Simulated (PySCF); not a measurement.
## Cr(2+) (chromium, charge +2): PBE0 calculation

Configuration: [Ar] 3d3 4s1, high-spin 5F determinant (an excited configuration). Calculation: PySCF 2.14, in x2c-QZVPPall; scalar relativity by spin-free X2C-1e.

- Total energy: -1049.494 hartree
- One-electron energy: -1422.553 hartree
- Hartree (Coulomb) energy: 421.189 hartree
- Exchange-correlation energy: -48.131 hartree
- ⟨S²⟩: 6.0007
- ⟨L²⟩: 12.007
- Sum of ⟨r⟩: 15.64 bohr
- Sum of ⟨r²⟩: 20.97 bohr²
- Langevin diamagnetic susceptibility: -16.6 ×10⁻⁶ cm³/mol

```csv
shell,electrons,mean orbital energy (hartree),"rms radius, mean of both spins (bohr)"
1s α,1,-218.53169,0.0734
1s β,1,-218.52900,0.0734
2s α,1,-26.15353,0.318
2s β,1,-26.09578,0.318
2p α,3,-22.12107,0.288
2p β,3,-22.07268,0.288
3s α,1,-3.99467,0.953
3s β,1,-3.83764,0.953
3p α,3,-2.87308,1.02
3p β,3,-2.70710,1.02
3d α,3,-1.20110,1.25
4s α,1,-0.81876,2.73
```

Densities and radii are taken from the X2C orbitals without a picture-change correction, which distorts them close to the nucleus.
